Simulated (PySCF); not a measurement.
Spectra and structures to be paired. Theory: TDDFT CAM-B3LYP/def2-SVPD, vertical, gas phase, core orbitals frozen in the response, def2 core potentials past Kr in PySCF. Geometries: PBE0-D3(BJ)/def2-SVP; one conformer of each isolated species. Triplets are in the Tamm–Dancoff approximation. Atoms past krypton carry core potentials; spin–orbit coupling is left out.

A. `[CH3][Sn]([I])([I])[I]`
B. `CC(C(C#C)=C)(C)C`
C. `Oc1ccc(Cl)cn1`

Lowest singlet levels (six at most, fewer where fewer were computed) with oscillator strengths:

1. 5.57 eV (f 0.000); 5.69 eV (f 0.210); 6.22 eV (f 0.000); 6.88 eV (f 0.000); 7.33 eV (f 0.238); 7.61 eV (f 0.017)
2. 4.90 eV (f 0.065); 5.54 eV (f 0.005); 5.91 eV (f 0.195); 6.23 eV (f 0.000); 6.36 eV (f 0.000); 6.84 eV (f 0.000); T1 3.80 eV
3. 3.81 eV (f 0.000); 4.03 eV (f 0.062 summed over 2 states); 4.18 eV (f 0.031); 4.29 eV (f 0.046 summed over 2 states); 5.90 eV (f 0.131 summed over 2 states); 6.04 eV (f 0.011); T1 3.48 eV

Question: Match each spectrum to its molecule.

Answer: 1 = B, 2 = C, 3 = A.
- A: S1 at 3.81 eV, HOMO→LUMO (96%); Löwdin shares by element: HOMO iodine 100%; LUMO iodine 66%, tin 23%; HOMO -8.84 and LUMO -2.07 eV.
- B: S1 at 5.57 eV, HOMO-1→LUMO (92%); Löwdin shares by element: HOMO carbon 88% or more; LUMO carbon 79% or more (atoms not listed hold the other 21%); HOMO -8.23 and LUMO 0.33 eV; point group Cs, 3 of its 6 listed states under f = 0.0005.
- C: S1 at 4.90 eV, HOMO→LUMO (91%); Löwdin shares by element: HOMO carbon 31% or more, chlorine 18%, oxygen 14% (atoms not listed hold the other 36%); LUMO carbon 57% or more, nitrogen 18% (atoms not listed hold the other 25%); HOMO -8.19 and LUMO -0.17 eV; point group Cs, 3 of its 6 listed states under f = 0.0005.
